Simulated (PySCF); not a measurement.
## Calculated data, GeH₇NOSi, C₂H₆GeN, ClGeH₄OSi

All values are calculated (PySCF 2.14.0). Calculation on a computer-drawn molecule: the log of a Hartree-Fock and frozen-core CCSD(T) single point meant for a local Hartree-Fock minimum, with one planted fault or none, to be diagnosed. Offsets are logged minus clean, where the clean run is the same molecule without the fault. The reference is restricted for singlets and unrestricted otherwise, and also for a bond in bohr or an excited solution. Adding or removing an electron swaps singlet and doublet. The excited solution moves the top pair (singlet) or top alpha electron (doublet) to the lowest empty orbital. Highest occupied and lowest empty are orbital energies over both spins, largest force is the largest gradient component, triples share is (T) over the correlation energy, the T1 limit is 0.02 restricted and 0.045 unrestricted, electrons count all cores, a negative frequency is imaginary (commonest isotopes), and the dipole is about the centre of nuclear charge; on germanium a core potential holds 10 electrons, which the energies leave out, and 3d is frozen in MP2 and coupled-cluster steps.

Common to all runs: meant charge 0; meant basis and core potential on germanium cc-pVDZ-PP ECP10MDF; logged SCF converged yes; logged CC converged yes; logged SCF stable within its kind yes; possible faults no fault, one electron removed, one electron added, multiplicity raised by two, geometry at a saddle point, SCF held on an excited solution, minimal basis STO-3G, one bond length entered in bohr, all coordinates scaled.

```yaml
- entry: 1
  formula: GeH7NOSi
  logged_structure:
    atoms_angstrom:
      - ["N", -0.5719, 1.8186, 1.0424]
      - [Si, 0.9593, 1.1793, 1.4905]
      - [O, 1.8894, 2.3724, 2.1535]
      - [Ge, 1.9551, 0.2638, -0.4965]
      - [H, -1.1, 1.3853, 0.3085]
      - [H, -1.1898, 2.1694, 1.7524]
      - [H, 0.9211, 0.1564, 2.5558]
      - [H, 1.9914, 3.1736, 1.6612]
      - [H, 2.3308, 1.3758, -1.489]
      - [H, 3.2311, -0.5217, -0.1671]
      - [H, 0.9919, -0.6914, -1.221]
  given:
    meant_multiplicity: 1
    meant_basis: "cc-pV(D+d)Z"
    logged_electrons: 69
    logged_basis_functions: 109
    logged_spin_squared: 0.7585
    "logged_highest_occupied [eV]": 2.82
    "logged_lowest_empty [eV]": 8.4251
    "logged_largest_force [hartree/bohr]": 0.048709
    logged_T1_diagnostic: 0.025546
    logged_D1_diagnostic: 0.16589
    logged_triples_share: 0.025268
    "logged_dipole_magnitude [debye]": 3.1156
    "logged_energy_HF [hartree]": -715.65725
    "logged_energy_CCSD(T) [hartree]": -716.30237
    drawn_bonds_atom: [1, 2, 2, 1, 1, 2, 3, 4, 4, 4]
    drawn_bonds_other_atom: [2, 3, 4, 5, 6, 7, 8, 9, 10, 11]
    drawn_bonds_order: [1, 1, 1, 1, 1, 1, 1, 1, 1, 1]
  results:
    planted_fault: "one electron added"
    "HF_energy_offset_from_clean_run [kcal/mol]": 75.77
    "CCSD(T)_energy_offset_from_clean_run [kcal/mol]": 62.04
  notes: ["highest electron not bound in this basis"]
- entry: 2
  formula: C2H6GeN
  logged_structure:
    atoms_angstrom:
      - [C, 1.5288, -0.4602, 1.4644]
      - [C, 0.8735, 0.7391, 0.8393]
      - ["N", 1.1982, 1.1725, -0.2908]
      - [Ge, 0.4292, 2.6492, -1.1183]
      - [H, 0.7792, -1.2285, 1.6738]
      - [H, 2.2911, -0.8637, 0.8007]
      - [H, 1.9825, -0.1821, 2.4197]
      - [H, 0.0888, 1.2002, 1.4562]
      - [H, 1.5509, 3.6694, -1.3787]
      - [H, -0.1586, 2.174, -2.4582]
  given:
    meant_multiplicity: 2
    meant_basis: cc-pVDZ
    logged_electrons: 58
    logged_basis_functions: 95
    logged_spin_squared: 0.0
    "logged_highest_occupied [eV]": -0.51259
    "logged_lowest_empty [eV]": 8.6826
    "logged_largest_force [hartree/bohr]": 0.063824
    logged_T1_diagnostic: 0.013271
    logged_D1_diagnostic: 0.040714
    logged_triples_share: 0.032811
    "logged_dipole_magnitude [debye]": 4.4843
    "logged_energy_HF [hartree]": -427.00008
    "logged_energy_CCSD(T) [hartree]": -427.61202
    drawn_bonds_atom: [1, 2, 3, 1, 1, 1, 2, 4, 4]
    drawn_bonds_other_atom: [2, 3, 4, 5, 6, 7, 8, 9, 10]
    drawn_bonds_order: [1, 1, 2, 1, 1, 1, 1, 1, 1]
  results:
    planted_fault: "one electron added"
    "HF_energy_offset_from_clean_run [kcal/mol]": 9.757
    "CCSD(T)_energy_offset_from_clean_run [kcal/mol]": -6.479
- entry: 3
  formula: ClGeH4OSi
  logged_structure:
    atoms_angstrom:
      - [Cl, -1.9363, 2.7663, 0.3773]
      - [Si, -0.7082, 1.1455, 0.8684]
      - [O, -0.1434, 0.4601, -0.4826]
      - [Ge, -0.3183, 0.3414, -2.2609]
      - [H, 0.4061, 1.687, 1.678]
      - [H, 0.1133, 1.6746, -2.861]
      - [H, 0.604, -0.7965, -2.6781]
      - [H, -1.7789, 0.0287, -2.5702]
  given:
    meant_multiplicity: 2
    meant_basis: "cc-pV(D+d)Z"
    logged_electrons: 75
    logged_basis_functions: 103
    logged_spin_squared: 0.7543
    "logged_highest_occupied [eV]": -9.0833
    "logged_lowest_empty [eV]": 1.6214
    "logged_largest_force [hartree/bohr]": 3.6975e-05
    "logged_lowest_frequency [cm^-1]": 35.042
    logged_T1_diagnostic: 0.014208
    logged_D1_diagnostic: 0.060964
    logged_triples_share: 0.023688
    "logged_dipole_magnitude [debye]": 2.1699
    "logged_energy_HF [hartree]": -1119.08476
    "logged_energy_CCSD(T) [hartree]": -1119.63963
    drawn_bonds_atom: [1, 2, 3, 2, 4, 4, 4]
    drawn_bonds_other_atom: [2, 3, 4, 5, 6, 7, 8]
    drawn_bonds_order: [1, 1, 1, 1, 1, 1, 1]
  results:
    planted_fault: "no fault"
    "HF_energy_offset_from_clean_run [kcal/mol]": 0.0
    "CCSD(T)_energy_offset_from_clean_run [kcal/mol]": 0.0
```
